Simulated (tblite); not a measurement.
C₂H₈BN.
Geometry (GFN2-xTB, Å), atoms numbered from 1 in this order:
```
atom  x, y, z in Å
C1    -1.6976    0.0977    0.0018
C2    -0.3415   -0.5650    0.2596
B3     0.8575    0.1081   -0.5421
N4     2.0464    0.3870    0.1021
H5    -1.9346    0.0788   -1.0594
H6    -2.4942   -0.4140    0.5404
H7    -1.6802    1.1366    0.3257
H8    -0.4179   -1.6145   -0.0412
H9    -0.1563   -0.5704    1.3372
H10    0.7648    0.3657   -1.6830
H11    2.8501    0.7958   -0.3449
H12    2.2048    0.1935    1.0778
```

Method: GFN2-xTB as coded in tblite; computed harmonic values from a numerical Hessian at the method's own geometry, unscaled. The method is semi-empirical: single wavenumbers can be off by several per cent or more. Modes of hydrogen on boron can be 10 to 20 % off. One conformer, not necessarily the lowest.

Harmonic wavenumbers (cm⁻¹): 41.6, 211.8, 258.5, 367.9, 539.0, 625.6, 743.4, 791.1, 824.5, 903.8, 999.1, 1055.1, 1077.2, 1102.1, 1244.4, 1296.9, 1386.4, 1412.3, 1494.4, 1511.4, 1515.5, 1549.9, 2609.3, 2944.0, 2964.4, 3007.2, 3023.5, 3035.2, 3473.3, 3510.1.

A = 24015, B = 3710, C = 3557 MHz; mass 57.075 u (most abundant isotopes); point group C1, symmetry number 1.

**Question.** What is the zero-point energy?

**Answer.** ½Σν̃ = 22759 cm⁻¹ = 272.26 kJ/mol.

**Question.** Give the ideal-gas entropy at 200 K and 1 bar in the rigid-rotor, harmonic-oscillator model (classical rotation).

**Answer.** Translation 151.00, rotation 97.24, vibration 32.73: S = 281.0 J/(mol K).

**Question.** And Cp and H(200 K) − H(0)?

**Answer.** Cp = 68.70 J/(mol K), of which vibrations give 35.44 (their classical limit is 30 R = 249.4); H(200 K) − H(0) = 10.06 kJ/mol without the zero-point energy, 3.41 from vibrations.

**Question.** How do the functions run with temperature in this model?

**Answer.** 
| T (K) | S (J/(mol K)) | Cp (J/(mol K)) | H − H(0) (kJ/mol) | G − H(0) (kJ/mol) | ln q(vib) |
| --- | --- | --- | --- | --- | --- |
| 150 | 262.7 | 58.8 | 6.88 | -32.53 | 1.38 |
| 250 | 297.5 | 79.8 | 13.77 | -60.60 | 2.41 |
| 298.15 | 312.5 | 91.2 | 17.88 | -75.29 | 2.92 |
| 400 | 342.7 | 115.2 | 28.41 | -108.67 | 4.05 |
| 600 | 397.2 | 153.9 | 55.53 | -182.76 | 6.38 |
| 900 | 467.6 | 193.0 | 108.01 | -312.78 | 9.93 |

q(vib) and H(0) count from the zero-point level.

**Question.** Blend soft modes into free rotors: weight 1/[1 + (100 cm⁻¹/ν̃)⁴] for the oscillator and the rest for a rotor with moment μB/(μ + B), μ = h/(8π²ν), B = 10⁻⁴⁴ kg m². What vibrational entropy results?

**Answer.** 28.56 J/(mol K) in place of 32.73, which changes −T·S at 200 K by +0.84 kJ/mol.

**Question.** What must be added to the electronic energy to get the Gibbs energy at 200 K and 1 bar?

**Answer.** ZPE + [H(200 K) − H(0)] − T·S = 272.26 + 10.06 − 56.19 = 226.13 kJ/mol.

Hindered rotation and anharmonicity are outside this model. Other conformers, if any are populated, would add a mixing term that is left out. The structure is chiral; the term R ln 2 for an equal mix with its mirror image is left out.
